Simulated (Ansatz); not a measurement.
Geometry optimisation, RKS PBE0-D4/def2-SVP (Ansatz).

Input file:

```yaml
crystal:
  periodic: [false, false, false]
  atoms:
    - { symbol: B, position_ang: [0.0, 0.0, 0.0] }
    - { symbol: O, position_ang: [0.0, 0.0, 1.41] }
    - { symbol: H, position_ang: [-0.9095, -0.2814, 1.7471] }
    - { symbol: Cl, position_ang: [1.6108, 0.0, -0.93] }
    - { symbol: O, position_ang: [-1.2211, 0.0, -0.705] }
    - { symbol: H, position_ang: [-1.7308, -0.8467, -0.4965] }
basis:
  gaussian: { orbitals: def2-SVP }
hamiltonian:
  xc: pbe0
  dispersion: d4
relax:
  f_tol: 0.02
  max_steps: 40
```

Command:

```bash
$ ansatz run input.yaml --threads 1 --pin off --max-ram 2048MiB --backend cpu --events-out ev --progress --plain --runs-dir out
```

Q: Where does it end, and by what steps?

A: The run converged. After 6 steps the energy has fallen by 0.614 eV; O5 moved furthest, 0.41 Å.

| step | energy less start (eV) | largest force component (eV/Å) | accepted |
| --- | --- | --- | --- |
| 0 | 0.0000 | 2.034 | yes |
| 1 | -0.3013 | 2.590 | yes |
| 2 | -0.4341 | 1.859 | yes |
| 3 | -0.5838 | 0.336 | yes |
| 4 | -0.5718 | 0.725 | no |
| 5 | -0.6113 | 0.075 | yes |
| 6 | -0.6140 | 0.005 | yes |

```xyz
6
Properties=species:S:1:pos:R:3
B 0.005 -0.113 -0.025
O -0.001 -0.082 1.329
H -0.855 -0.243 1.741
Cl 1.550 0.191 -0.823
O -1.060 -0.355 -0.827
H -1.889 -0.526 -0.370
```

The run took 18 s on 1 thread of Arm Neoverse V1, with other jobs on the host, peak memory 0.14 GiB.
